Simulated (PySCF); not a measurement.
Be(Cl)(SiH3) (BeClH3Si), SMILES [SiH3][Be][Cl]. Geometry optimised at PBE0-D3(BJ)/def2-TZVP.

Level of theory: PBE0-D3(BJ)/def2-TZVP run with PySCF 2.14.0.

Harmonic wavenumbers (cm⁻¹): 171, 171, 321, 485, 485, 862, 938, 938, 1000, 2200, 2206, 2206. Rotational constants (GHz): 86.92, 1.852, 1.852; symmetry number 3.

Problem. Work out the zero-point energy and the ideal-gas rigid-rotor harmonic-oscillator thermochemistry at 298.15 K and 1 atm.

Solution. ZPE = ½ Σ hcν = ½ × 11985 cm⁻¹ = 17.13 kcal/mol. H − E(el) = 20.93 kcal/mol. Entropy in cal/(mol K): translation 38.88, rotation 22.31, vibration 8.04, total 69.23. G − E(el) = 0.29 kcal/mol. Cp = 17.75 cal/(mol K).
